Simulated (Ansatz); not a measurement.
BFH5NSi, SMILES `B[SiH](N)F`, 9 atoms. Total charge 0; spin multiplicity 1. All runs use 2 threads of an Intel Xeon Platinum 8488C on a shared host. Correlated methods freeze the cores.

Question: How many basis functions does each run have, and how long does it take in Ansatz? RKS PBE0-D4/def2-TZVP frequencies; RKS PBE0-D4/def2-TZVP relaxation (15 steps); RKS ωB97M-V/def2-SVP energy; RHF-MP2/def2-QZVPP energy; RHF-CCSD(T)/def2-SVP energy; RKS B3LYP-D4/def2-TZVPP energy and forces; RKS ωB97M-V/def2-QZVPP energy; direct RPA on PBE orbitals/def2-TZVPP energy; RKS PBE0-D4/def2-QZVPP energy; RKS PBE0-D4/def2-SVP energy; RKS r2SCAN-D4/def2-TZVPP energy and forces; RHF-CCSD(T)/def2-TZVPP energy. (Best estimate.)

Answer: The calculation gave: Other jobs shared the machine, so times are rough.

```
                                level                    job  functions  wall time  peak host memory (GiB)
                 RKS PBE0-D4/def2-SVP                 energy         85      1.2 s                    0.16
             RKS r2SCAN-D4/def2-TZVPP      energy and forces        205      3.2 s                    0.26
              RKS B3LYP-D4/def2-TZVPP      energy and forces        205      3.2 s                    0.44
                 RKS ωB97M-V/def2-SVP                 energy         85      3.4 s                    0.25
                 RHF-CCSD(T)/def2-SVP                 energy         85      3.7 s                    0.28
direct RPA on PBE orbitals/def2-TZVPP                 energy        205        6 s                    0.39
               RKS PBE0-D4/def2-QZVPP                 energy        391        6 s                       1
               RKS ωB97M-V/def2-QZVPP                 energy        391       12 s                     1.2
                   RHF-MP2/def2-QZVPP                 energy        391       16 s                     1.7
                RKS PBE0-D4/def2-TZVP  relaxation (15 steps)        160       39 s                    0.33
               RHF-CCSD(T)/def2-TZVPP                 energy        205       51 s                     2.7
                RKS PBE0-D4/def2-TZVP            frequencies        160       87 s                    0.33
```

B3LYP here is the variant with VWN-RPA as its local correlation; programs differ in this.
